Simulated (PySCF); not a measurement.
Job for PySCF: R-M06-2X/def2-TZVPP on Cl4H2OTi (SMILES [OH2]->[Ti]([Cl])([Cl])([Cl])[Cl]).

```python
from pyscf import gto, dft

mol = gto.M(
    atom='''
    Ti    0.49958947    0.49958952    0.44168610
    Cl    1.74298255    1.74298250    1.75567709
    Cl    2.11008011   -0.63633959   -0.56774155
    Cl   -0.63633947    2.11008026   -0.56774157
    Cl   -0.63095589   -0.63095577    1.97197972
    O    -0.76156090   -0.76156082   -1.05664706
    H    -0.61079614   -1.71299960   -0.98860653
    H    -1.71299973   -0.61079650   -0.98860621
    ''',
    basis='def2-tzvpp',
    charge=0, spin=0, verbose=4, max_memory=1800)
mf = dft.RKS(mol, xc='m062x').density_fit(auxbasis='def2-universal-jkfit')
mf.grids.level = 4
mf.conv_tol = 1e-9
mf.max_cycle = 150
mf.kernel()
mf.dip_moment()
```

Output:

```
PySCF version 2.14.0

[INPUT] verbose = 4
[INPUT] num. atoms = 8
[INPUT] num. electrons = 100
[INPUT] charge = 0
[INPUT] spin (= nelec alpha-beta = 2S) = 0
[INPUT] symmetry False subgroup None
[INPUT] Mole.unit = angstrom
[INPUT] Symbol           X                Y                Z      unit          X                Y                Z       unit  Magmom
[INPUT]  1 Ti     0.499589470000   0.499589520000   0.441686100000 AA    0.944087273017   0.944087367503   0.834665762027 Bohr   0.0
[INPUT]  2 Cl     1.742982550000   1.742982500000   1.755677090000 AA    3.293759659396   3.293759564910   3.317748863273 Bohr   0.0
[INPUT]  3 Cl     2.110080110000  -0.636339590000  -0.567741550000 AA    3.987473508792  -1.202507547318  -1.072876039036 Bohr   0.0
[INPUT]  4 Cl    -0.636339470000   2.110080260000  -0.567741570000 AA   -1.202507320551   3.987473792251  -1.072876076831 Bohr   0.0
[INPUT]  5 Cl    -0.630955890000  -0.630955770000   1.971979720000 AA   -1.192333828781  -1.192333602014   3.726501593996 Bohr   0.0
[INPUT]  6 O     -0.761560900000  -0.761560820000  -1.056647060000 AA   -1.439141528177  -1.439141376999  -1.996773553727 Bohr   0.0
[INPUT]  7 H     -0.610796140000  -1.712999600000  -0.988606530000 AA   -1.154237422541  -3.237100095490  -1.868195586657 Bohr   0.0
[INPUT]  8 H     -1.712999730000  -0.610796500000  -0.988606210000 AA   -3.237100341154  -1.154238102843  -1.868194981944 Bohr   0.0

nuclear repulsion = 782.750499221698
number of shells = 97
number of NR pGTOs = 441
number of NR cGTOs = 291
basis = def2-tzvpp
ecp = {}


******** <class 'pyscf.df.df_jk.DFRKS'> ********
method = DFRKS
initial guess = minao
damping factor = 0
level_shift factor = 0
DIIS = <class 'pyscf.scf.diis.CDIIS'>
diis_start_cycle = 1
diis_space = 8
diis_damp = 0
SCF conv_tol = 1e-09
SCF conv_tol_grad = None
SCF max_cycles = 150
direct_scf = False
XC library pyscf.dft.libxc version 7.1.2
    S. Lehtola, C. Steigemann, M. J. T. Oliveira, and M. A. L. Marques,  SoftwareX 7, 1–5 (2018)
XC functionals = m062x
    Y. Zhao and D. G. Truhlar,  Theor. Chem. Acc. 120, 215 (2008)
    Y. Zhao and D. G. Truhlar,  Theor. Chem. Acc. 120, 215 (2008)
radial grids:
    Treutler-Ahlrichs [JCP 102, 346 (1995); DOI:10.1063/1.469408] (M4) radial grids

becke partition: Becke, JCP 88, 2547 (1988); DOI:10.1063/1.454033
pruning grids: <function nwchem_prune>
grids dens level: 4
symmetrized grids: False
atomic radii adjust function: <function treutler_atomic_radii_adjust>
small_rho_cutoff = 0
Set gradient conv threshold to 3.16228e-05
Initial guess from minao.
tot grids = 205168
******** <class 'pyscf.df.df.DF'> ********
auxbasis = def2-universal-jkfit
init E= -2767.0404917794
  HOMO = -0.409797957137605  LUMO = -0.0872869524377591  gap/eV = 8.77597
cycle= 1 E= -2766.61212063055  delta_E= 0.428  |g|= 1.11  |ddm|= 2.43
  HOMO = -0.3533722550286  LUMO = -0.341473242817205  gap/eV = 0.32379
cycle= 2 E= -2756.22813926984  delta_E= 10.4  |g|= 8.66  |ddm|= 3.22
  HOMO = -0.35930074793239  LUMO = -0.190668044519519  gap/eV = 4.58873
cycle= 3 E= -2766.68199977458  delta_E= -10.5  |g|= 1.16  |ddm|= 2.33
  HOMO = -0.351795399586676  LUMO = -0.113278455530044  gap/eV = 6.49038
cycle= 4 E= -2766.92335838534  delta_E= -0.241  |g|= 0.246  |ddm|= 0.522
  HOMO = -0.377036934146  LUMO = -0.0987863685978273  gap/eV = 7.57158
cycle= 5 E= -2766.93588149917  delta_E= -0.0125  |g|= 0.0672  |ddm|= 0.163
  HOMO = -0.375842409420368  LUMO = -0.0945669408407993  gap/eV = 7.65390
cycle= 6 E= -2766.93671890607  delta_E= -0.000837  |g|= 0.0162  |ddm|= 0.0384
  HOMO = -0.375821426945706  LUMO = -0.0925387391678801  gap/eV = 7.70851
cycle= 7 E= -2766.93678608447  delta_E= -6.72e-05  |g|= 0.00618  |ddm|= 0.0143
  HOMO = -0.376063195413454  LUMO = -0.0930807567607015  gap/eV = 7.70034
cycle= 8 E= -2766.9367968102  delta_E= -1.07e-05  |g|= 0.00169  |ddm|= 0.0046
  HOMO = -0.375963758259923  LUMO = -0.0927608625766081  gap/eV = 7.70634
cycle= 9 E= -2766.93679908227  delta_E= -2.27e-06  |g|= 0.000674  |ddm|= 0.00313
  HOMO = -0.375997484013833  LUMO = -0.0926919974356424  gap/eV = 7.70913
cycle= 10 E= -2766.93679937839  delta_E= -2.96e-07  |g|= 0.000255  |ddm|= 0.00118
  HOMO = -0.376023344446464  LUMO = -0.0926779152304117  gap/eV = 7.71022
cycle= 11 E= -2766.93679940323  delta_E= -2.48e-08  |g|= 4.5e-05  |ddm|= 0.000335
  HOMO = -0.376015152858557  LUMO = -0.09266872251066  gap/eV = 7.71025
cycle= 12 E= -2766.93679940418  delta_E= -9.55e-10  |g|= 2.12e-05  |ddm|= 7.55e-05
  HOMO = -0.376017772500526  LUMO = -0.0926749182240992  gap/eV = 7.71015
Extra cycle  E= -2766.93679940399  delta_E= 1.91e-10  |g|= 3.87e-05  |ddm|= 3.75e-05
converged SCF energy = -2766.93679940399
Dipole moment(X, Y, Z, Debye): -2.73177, -2.73177, -1.75453
```

The run converged.

Cost: about 2.3 core-minutes (a rough figure).
